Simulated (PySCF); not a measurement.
Calculation: PBE-D3(BJ)/def2-TZVPD // CAM-B3LYP-D3(BJ)/def2-TZVPD (PySCF). Gas-phase values, no solvent. One relaxed conformer stands for a flexible species; it need not be the lowest. 

Reference species (SMILES): `[O-][SiH2]F` (charge -1, multiplicity 1).

```yaml
HOMO: -0.18 eV
```

Changed species: `C=C[SiH2][O-]` (C–C–Si–O torsion 0°) (X = vinyl, proton removed; the reference has X = fluoro, proton removed).

Question: What does the change do to the HOMO?

Answer: the HOMO goes up by 0.07 eV, to -0.11 eV.
